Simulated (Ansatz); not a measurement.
`O=[CH][InH2]` + `OBF` → `FB[O][InH2]` + `C=O` at 500 K and 1 bar (ligand exchange at the In–C bond).

Calculated with Ansatz (gas phase, PBE0-D4/def2-TZVP geometries, no zero-point term in ΔE). CBS: MP2 limit from def2 TZ/QZ plus the TZ coupled-cluster correction, frozen cores. This one scheme is used for every species. def2 core potentials past Kr. For In outer-core shells are correlated without core-valence functions, which leaves a few kJ/mol of doubt a bond. Each species was taken in one conformer, which may not be the lowest.

| species | CCSD(T)/CBS energy (Eh) | H − E (kJ/mol) | S (J/(mol·K)) |
| --- | --- | --- | --- |
| `O=[CH][InH2]` | -304.76964 | 107.8 | 356.2 |
| `OBF` | -201.07426 | 102.6 | 282.2 |
| `FB[O][InH2]` | -391.48685 | 121.8 | 384.1 |
| `C=O` | -114.39408 | 87.9 | 238.5 |

H − E and S are ideal-gas, rigid-rotor, harmonic terms from PBE0-D4/def2-TZVP, for one conformer and one mirror image of each species. 1 Eh = 2625.50 kJ/mol, R = 8.31446 J/(mol·K).

Question: By hand: ΔE, ΔH, ΔS and ΔG.

Answer: ΔE = (-391.48685) + (-114.39408) − (-304.76964) − (-201.07426) = -0.03703 Eh = -97.2 kJ/mol. Δ(H − E) = 121.8 + 87.9 − 107.8 − 102.6 = -0.7, so ΔH = -97.9 kJ/mol. ΔS = 384.1 + 238.5 − 356.2 − 282.2 = -15.8 J/(mol·K). ΔG = -97.9 − 500 × (-15.8)/1000 = -90.0 kJ/mol.

Question: By hand: the equilibrium constant, and the temperature at which ΔG would vanish if ΔH and ΔS stayed fixed.

Answer: log₁₀ K = −ΔG/(RT ln 10) = 9.4. ΔG = 0 at ΔH/ΔS = 6196 K, far beyond where these terms or the molecules hold.

ΔH outweighs TΔS. A doubt of 5 kJ/mol in ΔE shifts log₁₀ K by 0.5 here. Other conformers and mirror images would add mixing entropy, several J/(mol·K) or more a flexible species. These are equilibria of isolated gas molecules and say nothing of rates. Largest T1 diagnostic: 0.017 (customary marks: 0.02 for closed shells, 0.045 for open ones).
